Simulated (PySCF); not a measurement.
Computed with PBE-D3(BJ)/def2-TZVP // PBE-D3(BJ)/def2-SVP in PySCF. Gas-phase values, no solvent. One relaxed conformer stands for a flexible species; it need not be the lowest. 

Reference species: [Cd(NH2)2] (neutral, multiplicity 1).

* **HOMO–LUMO gap**: 3.91 eV
* **charge on the central atom (Mulliken)**: 0.66 e
* **HOMO**: -5.41 eV

Changed species: [Cd(NH2)(Br)] (1 of 2 NH2 replaced by Br; the reference has 0 of 2 NH2 replaced by Br).

Q: Predict the effect on the HOMO–LUMO gap, charge on the central atom (Mulliken) and HOMO.

A: the HOMO–LUMO gap decreases by 0.15 eV, to 3.76 eV; the charge on the central atom (Mulliken) is nearly the same; the HOMO decreases by 0.74 eV, to -6.15 eV.
